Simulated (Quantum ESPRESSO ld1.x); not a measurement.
Values are calculated unless marked as measured or tabulated.
Question: These are the eigenvalues of the occupied orbitals of an atom or ion with whole-number occupations (eV). Code: ld1.x of Quantum ESPRESSO 7.5. Model: Dirac Kohn-Sham, Wu-Cohen GGA, spin-unpolarised, spherical densities, point nucleus.

| orbital | eigenvalue |
|---|---|
| 1s1/2 | -25351.5 |
| 2s1/2 | -3765.50 |
| 2p1/2 | -3502.76 |
| 2p3/2 | -3327.41 |
| 3s1/2 | -722.384 |
| 3p1/2 | -617.810 |
| 3p3/2 | -586.861 |
| 3d3/2 | -401.480 |
| 3d5/2 | -395.246 |
| 4s1/2 | -133.592 |
| 4p1/2 | -100.387 |
| 4p3/2 | -95.1427 |
| 4d3/2 | -44.1420 |
| 4d5/2 | -43.4698 |

Which element is it, and in what charge state? The configuration may be excited. Open shells, if any, are shared by 2j + 1.

Answer: Z = 47, silver, charge +3: Ag3+ in [Kr] 4d8. The list shows which subshells hold electrons but not how many an open one holds; the 1s level, -931.65 hartree, gives Z - s = 43.2 by -(Z - s)^2/2, which with screening and relativity narrows Z to a few neighbours, and the depths of the outer levels then fix element, charge and occupations together.
